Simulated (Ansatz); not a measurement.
Isolated molecules relaxed with PBE0-D4/def2-TZVP in Ansatz; ΔE leaves out vibrations. CCSD(T)/CBS adds triple-zeta CCSD(T) − MP2 to the extrapolated MP2 energy (def2 sets, frozen cores). DFT in def2-TZVPP. B3LYP here is the variant with VWN-RPA as its local correlation; programs differ in this. For Ge outer-core shells are correlated without core-valence functions, which leaves a few kJ/mol of doubt a bond. Scalar relativity is left out up to krypton. One conformer a species, not always the lowest.

`S[SiH]1C=C1` + `[SH][GeH2][Cl]` → `Cl[SiH]1C=C1` + `[SH][GeH2][SH]`  (redistribution)

```csv
level,ΔE (kJ/mol)
B3LYP-D4,-10.0
PBE-QIDH,-9.6
revPBE,-9.1
HF/CBS(def2),-7.6
```

Question: What does CCSD(T)/CBS give? (Best estimate.)

Answer: Computed: -11.0 kJ/mol. The listed levels differ from it by 1.0, 1.4, 1.9, 3.4 kJ/mol.

Largest T1 diagnostic among the species: 0.012.

Leaving LDA and LC-ωPBE aside and taking each functional with its dispersion term where it has one, the values, not all of them listed here, spread over 2.2 kJ/mol, from ωB97M-V to B97M-V.
